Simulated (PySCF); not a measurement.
## Electron correlation in Ga²⁺ (gallium, charge +2)

[Ar] 3d10 4s1, 2S determinant. Calculation: PySCF 2.14, in def2-QZVPPD (12s7p5d4f1g, 95 functions); no relativity, point nucleus. Frozen: [Ne]; 19 electrons correlated.

```
  level  correlation energy (mhartree)
   CCSD                        -564.18
    (T)                          -9.60
CCSD(T)                        -573.78
```

Diagnostics: T1 = 0.0083, D1 = 0.0209, largest double amplitude 0.013.

Cost of the coupled-cluster step: of the order of 2.2 core-minutes, for 19 correlated electrons.

Iterations:

```
CC2 = 0
CCSD nocc = (np.int64(10), np.int64(9)), nmo = (90, 90)
frozen orbitals [[0, 1, 2, 3, 4], [0, 1, 2, 3, 4]]
max_cycle = 100
direct = 0
conv_tol = 1e-08
conv_tol_normt = 1e-06
diis_space = 8
diis_start_cycle = 0
Init t2, MP2 energy = -0.610067730066462
Init E_corr(UCCSD) = -0.610067730112741
cycle = 1  E_corr(UCCSD) = -0.546151380805788  dE = 0.0639163493  norm(t1,t2) = 0.0739464
cycle = 2  E_corr(UCCSD) = -0.568431196828312  dE = -0.022279816  norm(t1,t2) = 0.0263744
cycle = 3  E_corr(UCCSD) = -0.564131734775151  dE = 0.00429946205  norm(t1,t2) = 0.0128137
cycle = 4  E_corr(UCCSD) = -0.564047622633439  dE = 8.41121417e-05  norm(t1,t2) = 0.00161342
cycle = 5  E_corr(UCCSD) = -0.564179978250346  dE = -0.000132355617  norm(t1,t2) = 0.000282995
cycle = 6  E_corr(UCCSD) = -0.56418656269914  dE = -6.58444879e-06  norm(t1,t2) = 4.47908e-05
cycle = 7  E_corr(UCCSD) = -0.564181241447856  dE = 5.32125128e-06  norm(t1,t2) = 1.28318e-05
cycle = 8  E_corr(UCCSD) = -0.564181323753697  dE = -8.23058414e-08  norm(t1,t2) = 2.42581e-06
cycle = 9  E_corr(UCCSD) = -0.564181528989145  dE = -2.05235448e-07  norm(t1,t2) = 6.37185e-07
cycle = 10  E_corr(UCCSD) = -0.564181541531176  dE = -1.25420315e-08  norm(t1,t2) = 1.20355e-07
cycle = 11  E_corr(UCCSD) = -0.5641815371537  dE = 4.37747616e-09  norm(t1,t2) = 2.53086e-08
UCCSD converged
E(UCCSD) = -1922.9450903566  E_corr = -0.5641815371537
UCCSD(T) correction = -0.00959521335594121
```

This basis was not built for core-valence correlation, so the inner-shell part is incomplete.
